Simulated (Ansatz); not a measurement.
Mulliken charges of BClH3Sb, SMILES `Cl[BH][SbH2]` from PBE/def2-TZVPP in Ansatz (PBE0-D4/def2-TZVP geometry).

| atom | x (Å) | y (Å) | z (Å) | charge (e) |
| --- | --- | --- | --- | --- |
| Cl1 | -1.494 | -1.575 | 0.833 | -0.085 |
| B2 | -0.104 | -0.974 | -0.021 | -0.051 |
| Sb3 | 0.828 | 0.983 | 0.503 | 0.260 |
| H4 | 0.390 | -1.702 | -0.826 | 0.028 |
| H5 | 1.082 | 1.397 | -1.131 | -0.079 |
| H6 | -0.659 | 1.807 | 0.595 | -0.074 |

By hand: the dipole of these point charges (1 e Å = 4.8032 D).

Σ q r = (0.322, 0.147, 0.083) e Å, of length 0.364 e Å = 1.75 D.

How does the dipole of the full density compare? (Estimate.)

Computed: (0.076, 0.017, -0.008) e Å, 0.38 D; the point charges give 4.61 times that, at 22° from its direction.

Point charges leave out the atoms' own dipoles, such as those of lone pairs, and Mulliken's split depends on the basis, so the two needn't agree.
